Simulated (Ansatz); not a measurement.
Consider the hydrogen abstraction from a B–H bond: `FBBr` + Cl• → `F[B]Br`• + HCl.

Gas-phase electronic energies from Ansatz, PBE0-D4/def2-TZVP geometries. CBS: MP2 limit from def2 TZ/QZ plus the TZ coupled-cluster correction, frozen cores. This one scheme is used for every species, atoms too. DFT in def2-TZVPP. Open shells (•) are unrestricted, without spin–orbit coupling. Spin–orbit coupling would lower the free atoms: a little for Cl. For Br outer-core shells are correlated without core-valence functions, so the limit isn't a true one: a few kJ/mol of doubt a bond, and 10 to 20 or more in all where bonds break to atoms. Scalar relativity is left out up to krypton.

CCSD(T)/CBS gives +3.5 kcal/mol.

Q: Another level gave +2.8 kcal/mol. Which?
A. PBE-QIDH/def2-TZVPP
B. r2SCANh/def2-TZVPP
C. PBE/def2-TZVPP
D. LDA (SPW92)/def2-TZVPP

A: A. PBE-QIDH 2.8, r2SCANh -0.3, LDA (SPW92) -5.4, PBE -1.7 kcal/mol.

Largest T1 diagnostic among the species: 0.013.

In def2-TZVPP, CCSD(T) changes the Hartree–Fock value by −6.9 kcal/mol (the triples alone add −1.3 kcal/mol) and MP2 by −9.4 kcal/mol. Leaving LDA and LC-ωPBE aside and taking each functional with its dispersion term where it has one, the values, not all of them listed here, spread over 9.1 kcal/mol, from PBE-D4 to BHLYP-D4. LDA lies −3.7 kcal/mol from PBE without D4.

CCSD(T)/CBS has its own doubt, a few kJ/mol and more with outer-core shells, so smaller differences from it don't rank the levels.
